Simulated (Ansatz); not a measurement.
```yaml
crystal:
  periodic: [false, false, false]
  atoms:
    - {symbol: F, position_ang: [-1.981449, -0.089895, -1.458842]}
    - {symbol: Si, position_ang: [-0.696198, -0.984112, -1.032587]}
    - {symbol: O, position_ang: [-0.079881, -0.424232, 0.395331]}
    - {symbol: Si, position_ang: [0.628491, 0.732866, 1.165098]}
    - {symbol: Cl, position_ang: [1.787204, 1.919615, -0.149672]}
    - {symbol: H, position_ang: [0.347606, -0.854428, -2.174228]}
    - {symbol: H, position_ang: [-1.120207, -2.333901, -0.806111]}
    - {symbol: H, position_ang: [-0.414933, 1.675860, 1.761316]}
    - {symbol: H, position_ang: [1.540236, 0.208717, 2.145686]}
basis:
  gaussian: {orbitals: "6-31++G**"}
magnetization: {spin_polarized: true, initial_magnetization: 1}
hamiltonian: {xc: {name: B3LYP5}}
output: {forces: true}
```

```sh
$ ansatz run in.yaml --threads 4 --pin off --events-out ev --progress --plain --max-ram 10444MiB
```

Output, abridged:

```
Error: a molecule whose nuclei and cores have a total charge of 66 cannot have a net charge of 0 together with 1 unpaired electrons
```

In this input the number of unpaired electrons doesn't fit the electron count. The program refused the input.
